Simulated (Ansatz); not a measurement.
CH$_{8}$BNSSi at its PBE0-D4/def2-TZVP geometry, where that method's forces vanish. Charge 0, multiplicity 1. The bonds changed during the relaxation, so this is another structure than the one it started from.

```json
{"atom": "B1", "x (Å)": "1.340", "y (Å)": "1.482", "z (Å)": "0.321"}
{"atom": "Si2", "x (Å)": "0.716", "y (Å)": "0.890", "z (Å)": "-1.442"}
{"atom": "S3", "x (Å)": "-0.589", "y (Å)": "0.928", "z (Å)": "0.359"}
{"atom": "C4", "x (Å)": "-0.477", "y (Å)": "-0.864", "z (Å)": "0.885"}
{"atom": "N5", "x (Å)": "-1.427", "y (Å)": "-1.742", "z (Å)": "0.315"}
{"atom": "H6", "x (Å)": "1.997", "y (Å)": "0.730", "z (Å)": "0.981"}
{"atom": "H7", "x (Å)": "1.410", "y (Å)": "2.664", "z (Å)": "0.494"}
{"atom": "H8", "x (Å)": "0.698", "y (Å)": "-0.525", "z (Å)": "-1.907"}
{"atom": "H9", "x (Å)": "0.092", "y (Å)": "1.753", "z (Å)": "-2.476"}
{"atom": "H10", "x (Å)": "0.540", "y (Å)": "-1.177", "z (Å)": "0.651"}
{"atom": "H11", "x (Å)": "-0.587", "y (Å)": "-0.826", "z (Å)": "1.969"}
{"atom": "H12", "x (Å)": "-1.332", "y (Å)": "-1.817", "z (Å)": "-0.689"}
{"atom": "H13", "x (Å)": "-2.381", "y (Å)": "-1.494", "z (Å)": "0.540"}
```

(1) For each bond, give half the difference of the two atoms' forces along it (eV/Å; positive pushes the atoms apart) under PBE-D4, r2SCAN-D4, B3LYP-D4, ωB97M-V in def2-TZVPP. (Estimate.)

## Answers

(1) The calculation gave: 
| bond | length (Å) | PBE-D4 | r2SCAN-D4 | B3LYP-D4 | ωB97M-V |
| --- | --- | --- | --- | --- | --- |
| B1–Si2 | 1.962 | 0.01 | 0.07 | 0.24 | 0.14 |
| B1–S3 | 2.007 | 0.00 | 0.05 | 0.29 | 0.19 |
| B1–H6 | 1.197 | 0.07 | -0.04 | -0.14 | -0.12 |
| B1–H7 | 1.196 | 0.05 | -0.05 | -0.14 | -0.12 |
| Si2–S3 | 2.224 | 0.14 | 0.03 | 0.27 | 0.14 |
| Si2–H8 | 1.489 | 0.10 | -0.01 | -0.11 | -0.13 |
| Si2–H9 | 1.484 | 0.08 | -0.03 | -0.12 | -0.14 |
| S3–C4 | 1.871 | 0.26 | 0.25 | 0.20 | -0.08 |
| C4–N5 | 1.414 | -0.01 | 0.08 | 0.23 | 0.38 |
| C4–H10 | 1.090 | 0.10 | -0.07 | -0.16 | -0.14 |
| C4–H11 | 1.090 | 0.10 | -0.07 | -0.16 | -0.14 |
| N5–H12 | 1.011 | 0.24 | 0.01 | -0.05 | -0.09 |
| N5–H13 | 1.010 | 0.23 | 0.00 | -0.04 | -0.09 |

B3LYP here is the variant with VWN-RPA as its local correlation; programs differ in this.

Results of the Gaussian-basis code of Ansatz.
